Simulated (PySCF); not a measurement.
**A small calculation by hand: entropy of an ideal gas**

Si(F)(OH) (FHOSi), SMILES O[Si]F (connectivity only; charge and spin as stated), neutral, multiplicity 1.

Geometry optimised at B3LYP-D3(BJ)/def2-TZVP. Other conformers were not sampled.

B3LYP-D3(BJ)/def2-TZVP (PySCF) gives the harmonic wavenumbers 318, 496, 734, 819, 887, 3787 cm⁻¹ and the rotational temperatures 1.3050, 0.4217, 0.3187 K. The molar mass is 64.09 g/mol, the symmetry number 1, the spin multiplicity 1.

**Question.** Work out the entropy at 298.15 K and 1 atm in the rigid-rotor, harmonic-oscillator model.

**Answer.** 
Translation (Sackur–Tetrode at 1 atm): S = R[1.5 ln M + 2.5 ln T − 1.16487] = 160.6 J/(mol K).
Rotation: q = (√π/σ) T^1.5/√(θA θB θC) = 21800, S = R[ln q + 3/2] = 95.5 J/(mol K).
Vibration: with u = 1.4388 ν/T, each mode gives R[u/(e^u − 1) − ln(1 − e^−u)]:
```tsv
ν (cm⁻¹)	modes	u	S (J/(mol K))
318	1	1.53	5.52
496	1	2.39	2.80
734	1	3.54	1.12
819	1	3.95	0.80
887	1	4.28	0.62
```
The stiffer modes add less than 0.005 each. Sum 10.9 J/(mol K).
Spin: R ln 1 = 0.0 J/(mol K).
Total 267.0 J/(mol K); the program's own thermochemistry gives 267.0. Translation makes up 60 % and vibration 4 %. Anharmonicity, hindered rotation and orbital degeneracy are left out.
